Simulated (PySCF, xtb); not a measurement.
GeH₄O₄, SMILES [Ge]([OH])([OH])([OH])[OH]. Other conformers were not sampled.

Harmonic wavenumbers (cm⁻¹) from GFN2-xTB run with xtb at its own minimum, in rising order: 170, 170, 196, 198, 232, 233, 237, 279, 304, 562, 603, 606, 606, 804, 832, 832, 834, 3651, 3652, 3652, 3658.

### Question
What does PySCF with ωB97X-D3(BJ)/def2-SVP give at its own minimum? (The exact figures need the calculation; the answer reports its results.)

### Answer
155, 171, 223, 223, 231, 271, 285, 285, 343, 720, 762, 777, 777, 883, 904, 918, 918, 3905, 3905, 3905, 3908. Paired by order, the mean absolute difference is 104 cm⁻¹ and the zero-point energies are 31.9 and 35.0 kcal/mol.
